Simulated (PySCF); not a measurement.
A structure optimised at PBE0-D3(BJ)/def2-SVP, used in a PySCF frequency run:

```
Ge
N 1 1.8189
H 2 1.0166 1 115.15
H 2 1.0169 3 108.62 1 -130.46
H 1 1.5344 2 107.84 3 51.93
C 1 1.9337 5 115.62 2 -122.79
H 6 1.0986 1 110.12 5 -59.47
H 6 1.0995 7 108.46 1 120.14
H 6 1.0995 7 109.39 8 118.89
Cl 1 2.1927 5 105.71 2 119.87
```

Problem. Write its SMILES and formula.

Solution. [CH3][Ge@H]([NH2])[Cl], CH6ClGeN

Problem. What are its rotational constants (standard atomic weights)?

Solution. 5.0279, 2.7243, 2.0599 GHz
